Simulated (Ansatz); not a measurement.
A nudged elastic band was laid between two geometries of F4H2SZr (8 atoms, charge 0, multiplicity 1).

The calculation used RHF/def2-SVP in Ansatz 0.2.0.

```yaml
movable_images: 2
climbing_image: yes
spring: 5.0 eV/Å²
optimiser: quadratic models (default)
start_path: through a guess of the saddle point
force_threshold: 0.05 eV/Å
iteration_limit: 60
end_points: relaxed
```

Initial state:

```xyz
8
Properties=species:S:1:pos:R:3
Zr 0.082 0.011 -0.079
F 0.282 -0.387 1.782
F 1.882 -0.004 -0.689
F -0.455 1.807 -0.451
F -0.700 -1.385 -1.129
S -2.864 -0.031 0.821
H -2.952 -1.314 1.181
H -2.745 0.430 2.069
```

Final state:

```xyz
8
Properties=species:S:1:pos:R:3
Zr -0.721 -0.082 -0.130
F -0.478 0.999 2.048
F 0.913 -0.658 0.711
F -0.694 1.733 -0.702
F -0.747 -1.069 -1.749
S -2.826 -0.863 0.949
H -3.200 -1.639 -0.076
H 0.284 0.706 2.454
```

(1) What changes between the two ends?

(2) Give the energies along the band, and the barrier.

(3) What is the geometry of the highest image?

The band took 26 iterations and about 3 core-minutes.

Results:

(1) Bonds broken: S6–H8. Bonds formed: F2–H8.

(2) The run converged. The highest image is number 2 of 0 to 3, 145.1 kJ/mol above the first end and 54.3 kJ/mol above the last; the last end lies 90.8 kJ/mol above the first. Neighbouring images differ by up to 1.3 eV, so the band resolves the path poorly. Another band between the same ends (7 images) ends at a top of the same energy, where a vibrational analysis finds 1 clearly imaginary mode. So few images can step over the top or miss a turn of the path. The orbitals stay closed-shell, which can raise the energy where a bond breaks towards radicals; this wasn't checked here.

| image | path coordinate (Å) | energy (kJ/mol) | S6–H8 (Å) | F2–H8 (Å) |
| --- | --- | --- | --- | --- |
| 0 | 0.00 | 0.0 | 1.34 | 3.15 |
| 1 | 1.29 | 18.4 | 1.34 | 2.29 |
| 2 | 2.58 | 145.1 | 1.63 | 1.14 |
| 3 | 5.24 | 90.8 | 3.79 | 0.91 |

(3) 
```xyz
8
Properties=species:S:1:pos:R:3
Zr -0.354 0.131 -0.186
F -0.365 0.425 1.952
F 1.329 -0.711 0.026
F -0.219 1.934 -0.740
F -0.940 -0.854 -1.700
S -2.760 -0.288 1.060
H -2.693 -1.623 1.119
H -1.467 0.113 1.974
```

Time of the run: 95 s on 2 threads of Arm Neoverse V1, with other jobs on the host, peak memory 0.27 GiB.
